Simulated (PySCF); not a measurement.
# NMR data sheet: CH15NSi5

- Formula: CH15NSi5
- SMILES: [SiH3]N([SiH3])C([SiH3])([SiH3])[SiH3]
- InChI: InChI=1S/CH15NSi5/c3-1(4,5)2(6)7/h3-7H3
- Degrees of unsaturation: 0
- Carbon signals: 1
- Proton signals: 2

Molfile (atoms numbered from 1):
```
CH15NSi5
     RDKit          3D

 22 21  0  0  0  0  0  0  0  0999 V2000
    2.1448    1.1495    0.9274 Si  0  0  0  0  0  4  0  0  0  0  0  0
    0.9790    0.1394    0.0796 N   0  0  0  0  0  0  0  0  0  0  0  0
    1.5231   -1.2256   -0.8886 Si  0  0  0  0  0  4  0  0  0  0  0  0
   -0.4849    0.4007    0.2414 C   0  0  0  0  0  0  0  0  0  0  0  0
   -0.9385    2.2432    0.4992 Si  0  0  0  0  0  4  0  0  0  0  0  0
   -1.5541   -0.0997   -1.2667 Si  0  0  0  0  0  4  0  0  0  0  0  0
   -1.0936   -0.5923    1.7579 Si  0  0  0  0  0  4  0  0  0  0  0  0
    2.0829    2.5621    0.4388 H   0  0  0  0  0  0  0  0  0  0  0  0
    3.4992    0.5954    0.6539 H   0  0  0  0  0  0  0  0  0  0  0  0
    1.8997    1.1702    2.4015 H   0  0  0  0  0  0  0  0  0  0  0  0
    3.0093   -1.2646   -0.8103 H   0  0  0  0  0  0  0  0  0  0  0  0
    0.9621   -2.5219   -0.3993 H   0  0  0  0  0  0  0  0  0  0  0  0
    1.1096   -1.0646   -2.3170 H   0  0  0  0  0  0  0  0  0  0  0  0
   -0.5370    3.0665   -0.6812 H   0  0  0  0  0  0  0  0  0  0  0  0
   -2.4180    2.3215    0.6829 H   0  0  0  0  0  0  0  0  0  0  0  0
   -0.2830    2.7918    1.7251 H   0  0  0  0  0  0  0  0  0  0  0  0
   -1.4314   -1.5622   -1.5493 H   0  0  0  0  0  0  0  0  0  0  0  0
   -2.9770    0.1945   -0.9232 H   0  0  0  0  0  0  0  0  0  0  0  0
   -1.1657    0.6714   -2.4860 H   0  0  0  0  0  0  0  0  0  0  0  0
   -0.8566   -2.0483    1.5243 H   0  0  0  0  0  0  0  0  0  0  0  0
   -2.5538   -0.3701    1.9961 H   0  0  0  0  0  0  0  0  0  0  0  0
   -0.3323   -0.1656    2.9697 H   0  0  0  0  0  0  0  0  0  0  0  0
  1  2  1  0
  2  3  1  0
  2  4  1  0
  4  5  1  0
  4  6  1  0
  4  7  1  0
  1  8  1  0
  1  9  1  0
  1 10  1  0
  3 11  1  0
  3 12  1  0
  3 13  1  0
  5 14  1  0
  5 15  1  0
  5 16  1  0
  6 17  1  0
  6 18  1  0
  6 19  1  0
  7 20  1  0
  7 21  1  0
  7 22  1  0
M  END
```

Isolated molecule, no relativistic terms, averaged over atoms made equivalent by symmetry, fast rotation or ring inversion, a single conformation. Shieldings: GIAO PBE0/pcSseg-1; PBE0-D3(BJ)/def2-SVP geometry; PySCF 2.14.

Shifts are taken against calculated references (same method and geometry level): TMS for ¹H and ¹³C and ²⁹Si; NH3 for ¹⁵N.

| carbon | δC, type | δH (multiplicity) | HMBC from (2–3 bonds) | span of the C tensor (ppm) |
| --- | --- | --- | --- | --- |
| C4 | 17.5, C | – | H8/H9/H10/H11/H12/H13, H14/H15/H16/H17/H18/H19/H20/H21/H22 | 90 |

Other nuclei:
```
                              atoms  nucleus                        environment  δ (ppm)  σ (ppm)
              H8/H9/H10/H11/H12/H13       ¹H  hydrogen on a silicon bonded to N     4.92    26.34
H14/H15/H16/H17/H18/H19/H20/H21/H22       ¹H  hydrogen on a silicon bonded to C     4.35    26.92
                            Si1/Si3     ²⁹Si           silicon bonded to N, 3 H    -43.8    395.8
                        Si5/Si6/Si7     ²⁹Si           silicon bonded to C, 3 H    -64.6    416.6
                                 N2      ¹⁵N         nitrogen bonded to C, 2 Si     -2.4    268.1
```

- δC 17.5: fully substituted sp3 carbon bonded to N and 3 Si.
- δH 4.92: hydrogen on a silicon bonded to N.
- δH 4.35: hydrogen on a silicon bonded to C.

Shifts are as computed. Against solution values, carbons near 30 ppm lie about +2 ppm off and those near 130 ppm about +5 ppm. Of 1211 compounds with measured shifts, 218 miss one by over three times the rms of a fit or turn the order of signals round; such compounds aren't used in these exercises. Experimental scales use liquid or dissolved standards, which lie at an offset from isolated NH3 (liquid NH3: subtract about 20 ppm). Multiplicities follow the n + 1 count of equivalent neighbours, as no J values were calculated; m marks all less simple cases, F and P coupling included.
